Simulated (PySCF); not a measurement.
GeH3NS, neutral, multiplicity 1.

```xyz
6

Ge     0.4950     0.4800     0.0000
N     -1.1200     1.3082     0.0000
H     -1.1888     2.3132     0.0000
H     -2.0213     0.8563     0.0000
S     -0.3523    -1.5937     0.0000
H      0.8460    -2.1891     0.0000
```
Charge 0, spin multiplicity 1.

Geometry optimised at ωB97X-D3(BJ)/def2-TZVP. Other conformers were not sampled.

Method: KT2/pcSseg-2 in PySCF. Non-relativistic, no solvent.

### Question
Give the absolute GIAO shielding of each atom: isotropic value and principal components (ppm). (An estimate is asked for; the answer gives what the named calculation found.)

### Answer

```csv
atom,σ(iso),σ11,σ22,σ33,span
Ge1,892.0,224.8,1085.2,1366.0,1141.2
N2,112.5,-63.9,198.3,203.1,267.0
H3,26.4,21.9,23.8,33.5,11.6
H4,26.0,21.4,21.9,34.6,13.2
S5,432.0,25.4,558.4,712.3,686.9
H6,28.5,24.2,26.3,35.0,10.8
```
